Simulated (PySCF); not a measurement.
PySCF input for FH6NOSi2, SMILES N[Si@@](O)(F)[SiH3], TDDFT-B3LYP/def2-SVPD. Geometry optimised at PBE-D3(BJ)/def2-SVP. The structure was generated by enumeration; whether it is a known compound was not checked. Other conformers were not sampled.

```python
import numpy as np
from pyscf import gto, scf, dft, tdscf

mol = gto.M(
    atom='''
    N    -0.99947265   -1.55911277    0.45172138
    Si   -0.34149936    0.01251550    0.26555063
    O    -1.62425867    0.96491274   -0.23522487
    F     0.22884000    0.70706721    1.65462070
    Si    1.48928304   -0.06580162   -1.19570606
    H    -1.93412919   -1.69191169    0.84536325
    H    -0.40102928   -2.37467451    0.58855118
    H    -1.52227134    1.90809723   -0.01920990
    H     2.48689717   -1.09298415   -0.72364126
    H     1.04786208   -0.44016550   -2.58490413
    H     2.18451718    1.26852675   -1.25582019
    ''',
    basis='def2-SVPD',
    charge=0,
    spin=0,
    max_memory=1600,
    verbose=4,
)
mf = dft.RKS(mol, xc='b3lyp').density_fit(auxbasis='def2-universal-jkfit')
mf.grids.level = 3
mf.conv_tol = 1e-9
mf.max_cycle = 100
mf.kernel()
mf.grids = dft.Grids(mol).set(level=1).build(with_non0tab=True)  # coarser grid for the response kernel
td = tdscf.TDDFT(mf)
td.singlet = True
td.nstates = 10
td.conv_tol = 1e-4
td.positive_eig_threshold = 1e-6
td.kernel(x0=td.get_init_guess(mf, 15))
td.analyze()
tt = tdscf.TDA(mf)
tt.singlet = False
tt.nstates = 4
tt.conv_tol = 1e-4
tt.positive_eig_threshold = 1e-6
tt.kernel(x0=tt.get_init_guess(mf, 9))
tt.analyze(verbose=3)
```

Output:

```
PySCF version 2.14.0

[INPUT] verbose = 4
[INPUT] num. atoms = 11
[INPUT] num. electrons = 58
[INPUT] charge = 0
[INPUT] spin (= nelec alpha-beta = 2S) = 0
[INPUT] symmetry False subgroup None
[INPUT] Mole.unit = angstrom
[INPUT] Symbol           X                Y                Z      unit          X                Y                Z       unit  Magmom
[INPUT]  1 N     -0.999472650000  -1.559112770000   0.451721380000 AA   -1.888729577493  -2.946296132612   0.853629692811 Bohr   0.0
[INPUT]  2 Si    -0.341499360000   0.012515500000   0.265550630000 AA   -0.645340262114   0.023650867312   0.501817962906 Bohr   0.0
[INPUT]  3 O     -1.624258670000   0.964912740000  -0.235224870000 AA   -3.069404041750   1.823420812704  -0.444510581986 Bohr   0.0
[INPUT]  4 F      0.228840000000   0.707067210000   1.654620700000 AA    0.432444926345   1.336163378560   3.126779963036 Bohr   0.0
[INPUT]  5 Si     1.489283040000  -0.065801620000  -1.195706060000 AA    2.814337067560  -0.124347040353  -2.259556978883 Bohr   0.0
[INPUT]  6 H     -1.934129190000  -1.691911690000   0.845363250000 AA   -3.654974458627  -3.197249721050   1.597505018272 Bohr   0.0
[INPUT]  7 H     -0.401029280000  -2.374674510000   0.588551180000 AA   -0.757835507132  -4.487484458886   1.112200540490 Bohr   0.0
[INPUT]  8 H     -1.522271340000   1.908097230000  -0.019209900000 AA   -2.876675919875   3.605781183741  -0.036301449880 Bohr   0.0
[INPUT]  9 H      2.486897170000  -1.092984150000  -0.723641260000 AA    4.699554551256  -2.065440701991  -1.367483793835 Bohr   0.0
[INPUT] 10 H      1.047862080000  -0.440165500000  -2.584904130000 AA    1.980172347517  -0.831792244482  -4.884760863957 Bohr   0.0
[INPUT] 11 H      2.184517180000   1.268526750000  -1.255820190000 AA    4.128139184607   2.397168139185  -2.373156220799 Bohr   0.0

nuclear repulsion = 309.626448094738
number of shells = 70
number of NR pGTOs = 240
number of NR cGTOs = 162
basis = def2-SVPD
ecp = {}


[settings echo left out]
init E= -812.330261398512
  HOMO = -0.316102574302738  LUMO = -0.0478142130796728  gap/eV = 7.30050
cycle= 1 E= -812.098095037609  delta_E= 0.232  |g|= 0.922  |ddm|= 3.87
  HOMO = -0.184078280040763  LUMO = -0.00247601328063334  gap/eV = 4.94165
cycle= 2 E= -811.771499594484  delta_E= 0.327  |g|=  1.6  |ddm|= 2.34
  HOMO = -0.284356204639348  LUMO = -0.0166631782798374  gap/eV = 7.28430
cycle= 3 E= -812.256677919072  delta_E= -0.485  |g|= 0.109  |ddm|=  1.5
  HOMO = -0.293463521115623  LUMO = -0.0126784123100756  gap/eV = 7.64055
cycle= 4 E= -812.258156072994  delta_E= -0.00148  |g|= 0.0751  |ddm|= 0.17
  HOMO = -0.287785607165417  LUMO = -0.0130367279527626  gap/eV = 7.47630
cycle= 5 E= -812.259218253687  delta_E= -0.00106  |g|= 0.00815  |ddm|= 0.0697
  HOMO = -0.287978010308931  LUMO = -0.0130379118331789  gap/eV = 7.48150
cycle= 6 E= -812.259232332196  delta_E= -1.41e-05  |g|= 0.00291  |ddm|= 0.0134
  HOMO = -0.28831596773659  LUMO = -0.0130612579255698  gap/eV = 7.49006
cycle= 7 E= -812.25923386713  delta_E= -1.53e-06  |g|= 0.00118  |ddm|= 0.00386
  HOMO = -0.288217080976802  LUMO = -0.0130667273430762  gap/eV = 7.48722
cycle= 8 E= -812.259234136189  delta_E= -2.69e-07  |g|= 0.000182  |ddm|= 0.00121
  HOMO = -0.288228946143637  LUMO = -0.0130697578018011  gap/eV = 7.48746
cycle= 9 E= -812.259234145448  delta_E= -9.26e-09  |g|= 3.12e-05  |ddm|= 0.000356
  HOMO = -0.288224917331539  LUMO = -0.013068706787783  gap/eV = 7.48738
cycle= 10 E= -812.259234145709  delta_E= -2.61e-10  |g|= 8.7e-06  |ddm|= 7.08e-05
  HOMO = -0.288226718511801  LUMO = -0.0130693891234634  gap/eV = 7.48741
Extra cycle  E= -812.259234145705  delta_E= 4.32e-12  |g|= 1.05e-05  |ddm|= 3.04e-05
converged SCF energy = -812.259234145705
tot grids = 43256
Overwritten attributes  positive_eig_threshold  of <class 'pyscf.tdscf.rks.TDDFT'>


******** <class 'pyscf.tdscf.rks.TDDFT'> for <class 'pyscf.df.df_jk.DFRKS'> ********
nstates = 10 singlet
deg_eia_thresh = 1.000e-03
wfnsym = None
conv_tol = 0.0001
eigh lindep = 1e-12
eigh level_shift = 0
eigh max_cycle = 100


Excitation energies (eV)
[6.59391369 6.65945066 6.94018992 7.14782154 7.29796376 7.5164344
 7.7651521  7.89360267 8.07272493 8.10708854]

** Singlet excitation energies and oscillator strengths **
Excited State   1:      6.59391 eV    188.03 nm  f=0.0073
      29 -> 30        0.63670
      29 -> 31        0.28124
Excited State   2:      6.65945 eV    186.18 nm  f=0.0468
      28 -> 31        0.12760
      29 -> 30       -0.28769
      29 -> 31        0.61731
Excited State   3:      6.94019 eV    178.65 nm  f=0.0673
      28 -> 30       -0.69224
Excited State   4:      7.14782 eV    173.46 nm  f=0.0173
      28 -> 31        0.53536
      29 -> 31       -0.17182
      29 -> 32        0.41668
Excited State   5:      7.29796 eV    169.89 nm  f=0.0916
      28 -> 31        0.40906
      28 -> 32        0.16487
      29 -> 32       -0.53542
Excited State   6:      7.51643 eV    164.95 nm  f=0.0307
      28 -> 32       -0.65400
      29 -> 32       -0.13789
      29 -> 33       -0.14689
Excited State   7:      7.76515 eV    159.67 nm  f=0.0439
      28 -> 32       -0.14878
      28 -> 33        0.11322
      29 -> 33        0.57291
      29 -> 34       -0.32650
Excited State   8:      7.89360 eV    157.07 nm  f=0.0042
      29 -> 33       -0.32391
      29 -> 34       -0.59904
Excited State   9:      8.07272 eV    153.58 nm  f=0.0111
      28 -> 33        0.17512
      29 -> 35        0.65183
Excited State  10:      8.10709 eV    152.93 nm  f=0.0039
      25 -> 30        0.23023
      27 -> 30        0.53022
      27 -> 31        0.11964
      28 -> 33       -0.20063
      28 -> 34       -0.21889
      28 -> 35        0.13683
      29 -> 35        0.12427

** Transition electric dipole moments (AU) **
state          X           Y           Z        Dip. S.      Osc.
  1        -0.1771      0.1164      0.0024      0.0449      0.0073
  2         0.1426      0.0105     -0.5162      0.2869      0.0468
  3        -0.5327      0.2883      0.1701      0.3959      0.0673
  4        -0.0905     -0.1151      0.2778      0.0986      0.0173
  5        -0.4664     -0.5321      0.1067      0.5121      0.0916
  6        -0.0418     -0.1014      0.3931      0.1666      0.0307
  7        -0.3662     -0.0905      0.2974      0.2307      0.0439
  8         0.1138      0.0298      0.0876      0.0215      0.0042
  9         0.0579     -0.0947     -0.2093      0.0561      0.0111
 10        -0.0634      0.0292     -0.1222      0.0198      0.0039

** Transition velocity dipole moments (imaginary part, AU) **
state          X           Y           Z        Dip. S.      Osc.
  1        -0.0454      0.0283      0.0027      0.0029      0.0079
  2         0.0320      0.0014     -0.1339      0.0190      0.0516
  3        -0.1369      0.0786      0.0402      0.0265      0.0693
  4        -0.0264     -0.0326      0.0761      0.0076      0.0192
  5        -0.1289     -0.1458      0.0267      0.0386      0.0959
  6        -0.0105     -0.0259      0.1110      0.0131      0.0316
  7        -0.1054     -0.0254      0.0860      0.0192      0.0447
  8         0.0362      0.0083      0.0273      0.0021      0.0049
  9         0.0202     -0.0284     -0.0705      0.0062      0.0139
 10        -0.0238      0.0104     -0.0349      0.0019      0.0042

** Transition magnetic dipole moments (imaginary part, AU) **
state          X           Y           Z
  1         0.0124      0.0390     -0.1722
  2        -0.5735      0.3757      0.0777
  3        -0.3499     -0.2009     -0.3557
  4        -0.1603      0.1675     -0.0713
  5        -0.0767      0.0373      0.1145
  6         0.0643      0.0708      0.1309
  7        -0.1486      0.1802     -0.0769
  8         0.0766     -0.0274     -0.1600
  9        -0.0923     -0.0346     -0.0848
 10         0.5527      0.5283      0.0236
Overwritten attributes  positive_eig_threshold  of <class 'pyscf.tdscf.rks.TDA'>


******** <class 'pyscf.tdscf.rks.TDA'> for <class 'pyscf.df.df_jk.DFRKS'> ********
nstates = 4 triplet
deg_eia_thresh = 1.000e-03
wfnsym = None
conv_tol = 0.0001
eigh lindep = 1e-12
eigh level_shift = 0
eigh max_cycle = 100


Excitation energies (eV)
[6.07766263 6.30907799 6.55434749 6.61902073]

** Triplet excitation energies and oscillator strengths **
Excited State   1:      6.07766 eV    204.00 nm  f=0.0000
Excited State   2:      6.30908 eV    196.52 nm  f=0.0000
Excited State   3:      6.55435 eV    189.16 nm  f=0.0000
Excited State   4:      6.61902 eV    187.32 nm  f=0.0000
```

The calculation finished and met its thresholds.
